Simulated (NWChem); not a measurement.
System: HfH2Cl2; SMILES [Cl][HfH2][Cl]

```xyz
5

Hf     0.0000     0.0000    -0.3573
Cl     1.9987     0.0000     0.8421
Cl    -1.9987     0.0000     0.8421
H      0.0000    -1.4669    -1.4536
H      0.0000     1.4669    -1.4536
```
Atoms are numbered in this order, from 1.

Structure relaxed at the PBE0/def2-SVP level. def2 effective core potentials on Hf; no spin-orbit coupling.

Symmetry labels are those of C2v in the frame above (b1 and b2, or b-type labels, depend on it).

Task: List the 6 lowest vertical singlet excitations from LDA (Slater exchange, VWN5)/def2-SVPD with def2 effective core potentials on Hf, TDA (NWChem).

Result: 
```json
[
 {"state": "S1", "energy (eV)": "3.93", "oscillator strength": "0.000", "symmetry": "b2", "leading excitation (squared amplitude)": "HOMO → LUMO (1.00)"},
 {"state": "S2", "energy (eV)": "4.35", "oscillator strength": "0.001", "symmetry": "b1", "leading excitation (squared amplitude)": "HOMO → LUMO+1 (0.98)"},
 {"state": "S3", "energy (eV)": "4.70", "oscillator strength": "0.000", "symmetry": "a2", "leading excitation (squared amplitude)": "HOMO → LUMO+2 (0.64)"},
 {"state": "S4", "energy (eV)": "4.85", "oscillator strength": "0.016", "symmetry": "a1", "leading excitation (squared amplitude)": "HOMO−1 → LUMO (0.94)"},
 {"state": "S5", "energy (eV)": "5.01", "oscillator strength": "0.000", "symmetry": "a2", "leading excitation (squared amplitude)": "HOMO−1 → LUMO+1 (0.62)"},
 {"state": "S6", "energy (eV)": "5.10", "oscillator strength": "0.014", "symmetry": "b1", "leading excitation (squared amplitude)": "HOMO−2 → LUMO (0.95)"}
]
```
